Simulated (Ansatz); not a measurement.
Reaction (ligand exchange at the Si–C bond): `[SiH3]C=S` + `[OH][Ga]([OH])[Cl]` → `[OH][Ga]([Cl])[O][SiH3]` + `C=S`

Computed with Ansatz on PBE0-D4/def2-TZVP structures; ΔE is electronic, products minus reactants. CBS: MP2 limit from def2 TZ/QZ plus the TZ coupled-cluster correction, frozen cores. This one scheme is used for every species. DFT in def2-TZVPP. For Ga outer-core shells are correlated without core-valence functions, which leaves a few kJ/mol of doubt a bond. Scalar relativity is left out up to krypton. Each species was taken in one conformer, which may not be the lowest.

| level | ΔE (kJ/mol) |
| --- | --- |
| PBE0 | -91.2 |
| MP2/def2-TZVPP | -103.9 |
| CCSD/def2-TZVPP | -107.3 |
| HF/def2-QZVPP | -125.8 |

**Question.** What does CCSD(T)/CBS give? (Best estimate.)

**Answer.** Ansatz gave: -101.0 kJ/mol. The listed levels differ from it by 9.8, -2.9, -6.3, -24.8 kJ/mol.

Largest T1 diagnostic among the species: 0.016.

In def2-TZVPP, CCSD(T) changes the Hartree–Fock value by +20.5 kJ/mol (the triples alone add +3.3 kJ/mol) and MP2 by +20.5 kJ/mol. From PBE to PBE0 (25 % exact exchange), in def2-TZVPP and without D4, ΔE moves by −8.7 kJ/mol.
